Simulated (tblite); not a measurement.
C6H7FN2Si.
Structure used (GFN2-xTB), in Å, numbered top down from 1:
```
atom  x, y, z in Å
C1    -2.4977   -0.1527   -0.5688
Si2   -1.5019    0.3646    0.9567
C3     0.3099    0.6072    0.3743
C4     0.7819    1.9264    0.3487
N5     1.1141    3.0259    0.3467
C6     1.1118   -0.4090   -0.0022
C7     0.6271   -1.7351    0.0277
N8     0.2328   -2.8114    0.0567
C9     2.5408   -0.2393   -0.4504
F10    2.7867   -0.9635   -1.5880
H11   -3.5433   -0.2957   -0.3137
H12   -2.4497    0.5980   -1.3543
H13   -2.1271   -1.0888   -0.9792
H14   -1.9257    1.6563    1.4978
H15   -1.4606   -0.6669    1.9942
H16    3.2316   -0.6137    0.3180
H17    2.7623    0.8099   -0.6742
```

All values are computed: GFN2-xTB (tblite) harmonic vibrations without scaling, gas phase. This tight-binding method is rough: wavenumbers can miss measured ones by several per cent, in bad cases by 10 to 20. Modes of hydrogen on silicon can be 10 to 20 % off. One conformer, not necessarily the lowest.

Harmonic wavenumbers (cm⁻¹): 31.2, 38.3, 68.2, 99.4, 114.9, 123.8, 134.9, 163.6, 205.5, 273.7, 312.9, 364.3, 445.9, 475.3, 530.7, 544.6, 558.2, 576.1, 668.4, 681.4, 761.4, 772.6, 826.9, 837.3, 865.6, 962.1, 1048.0, 1116.4, 1192.0, 1225.6, 1304.1, 1364.6, 1423.4, 1464.7, 1471.2, 1599.8, 2272.6, 2282.0, 2338.8, 2364.0, 2907.2, 2953.8, 3026.2, 3032.8, 3048.7.

A = 1265, B = 944.5, C = 608.3 MHz; mass 154.036 u (most abundant isotopes); point group C1, symmetry number 1.

Q: What is the zero-point energy?

A: ½Σν̃ = 24437 cm⁻¹ = 292.33 kJ/mol.

Q: Entropy at 298.15 K, 1 bar (ideal gas, RRHO, classical rotation)?

A: Translation 171.68, rotation 127.49, vibration 176.86: S = 476.0 J/(mol K).

Q: And Cp and H(298.15 K) − H(0)?

A: Cp = 185.75 J/(mol K), of which vibrations give 152.49 (their classical limit is 45 R = 374.2); H(298.15 K) − H(0) = 35.56 kJ/mol without the zero-point energy, 25.65 from vibrations.

Q: Blend soft modes into free rotors: weight 1/[1 + (100 cm⁻¹/ν̃)⁴] for the oscillator and the rest for a rotor with moment μB/(μ + B), μ = h/(8π²ν), B = 10⁻⁴⁴ kg m². What vibrational entropy results?

A: 157.23 J/(mol K) in place of 176.86, which changes −T·S at 298.15 K by +5.85 kJ/mol.

Q: What must be added to the electronic energy to get the Gibbs energy at 298.15 K and 1 bar?

A: ZPE + [H(298.15 K) − H(0)] − T·S = 292.33 + 35.56 − 141.93 = 185.96 kJ/mol.

Q: How do the functions run with temperature in this model?

A: 
```
T (K)  S (J/(mol K))  Cp (J/(mol K))  H − H(0) (kJ/mol)  G − H(0) (kJ/mol)  ln q(vib)
  150          371.4           123.8              12.48             -43.23       5.43
  250          445.0           167.1              27.06             -84.18       9.22
  400          535.6           219.8              56.28            -157.94      14.33
  600          634.6           268.8             105.48            -275.30      20.41
  900          753.2           315.4             193.71            -484.20      28.31
```

q(vib) and H(0) count from the zero-point level.

Hindered rotation and anharmonicity are outside this model. Other conformers, if any are populated, would add a mixing term that is left out. The structure is chiral; the term R ln 2 for an equal mix with its mirror image is left out.

Time: 1.2 s wall. Hardware: Arm Neoverse N1, one thread, shared host with 64 logical CPUs at a one-minute load of 60. This covers the Hessian and the dipole derivatives.
